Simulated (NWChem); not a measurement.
System meant: WNH$_{2}$SOF; SMILES [NH2][W](=[O])([F])=[S]

The following NWChem deck was run.

```
start job
memory heap 200 mb stack 900 mb global 1100 mb
geometry units angstroms noautoz
  W      0.007194    -0.156527    -0.002913
  O     -0.142496    -0.724845     1.588288
  S     -0.044413     1.981183    -0.030161
  F      1.589171    -0.785988    -0.775525
  N     -1.545860    -0.782683    -0.944294
  H     -2.104778    -1.568719    -0.618895
  H     -2.014893    -0.283602    -1.696501
end
basis spherical
  W library def2-svp
  O library def2-svp
  S library def2-svp
  F library def2-svp
  N library def2-svp
  H library def2-svp
end
ecp
  W library def2-ecp
end
dft
  odft
  mult 2
  xc xpbe96 cpbe96
  iterations 150
  mulliken
end
task dft energy
```

End of the output:

```
 Summary of "ao basis" -> "" (spherical)
 ------------------------------------------------------------------------------
       Tag                 Description            Shells   Functions and Types
 ---------------- ------------------------------  ------  ---------------------
 W                          def2-svp                12       32   6s3p2d1f
 O                          def2-svp                 6       14   3s2p1d
 S                          def2-svp                 8       18   4s3p1d
 F                          def2-svp                 6       14   3s2p1d
 N                          def2-svp                 6       14   3s2p1d
 H                          def2-svp                 3        5   2s1p

 Summary of "ao basis" -> "ao basis" (spherical)
 ------------------------------------------------------------------------------
       Tag                 Description            Shells   Functions and Types
 ---------------- ------------------------------  ------  ---------------------
 W                          def2-svp                12       32   6s3p2d1f
 O                          def2-svp                 6       14   3s2p1d
 S                          def2-svp                 8       18   4s3p1d
 F                          def2-svp                 6       14   3s2p1d
 N                          def2-svp                 6       14   3s2p1d
 H                          def2-svp                 3        5   2s1p

  number of electrons :                   56
  multiplicity        :                    2
 ------------------------------------------------------------------------
  no. of electrons and multiplicity not compatible                  56
 ------------------------------------------------------------------------
 ------------------------------------------------------------------------
  current input line :
    30: task dft energy
 ------------------------------------------------------------------------
 ------------------------------------------------------------------------
 There is an error in the input file
 ------------------------------------------------------------------------
 For more information see the NWChem manual at https://nwchemgit.github.io

0: no. of electrons and multiplicity not compatible:Received an Error in Communication
```

Problem. Can this run be used? If not, why, and what is the fix?

Solution. The input was rejected before any calculation. Cause: the multiplicity doesn't fit the number of electrons (an even count wants an odd multiplicity, and the reverse). This input runs:
```
start job
memory heap 200 mb stack 900 mb global 1100 mb
geometry units angstroms noautoz
  W      0.007194    -0.156527    -0.002913
  O     -0.142496    -0.724845     1.588288
  S     -0.044413     1.981183    -0.030161
  F      1.589171    -0.785988    -0.775525
  N     -1.545860    -0.782683    -0.944294
  H     -2.104778    -1.568719    -0.618895
  H     -2.014893    -0.283602    -1.696501
end
basis spherical
  * library def2-svp
end
ecp
  W library def2-ecp
end
dft
  xc xpbe96 cpbe96
  iterations 150
  mulliken
end
task dft energy
```
It converges to -695.85401 Ha (PBE/def2-SVP with def2 effective core potentials on W).
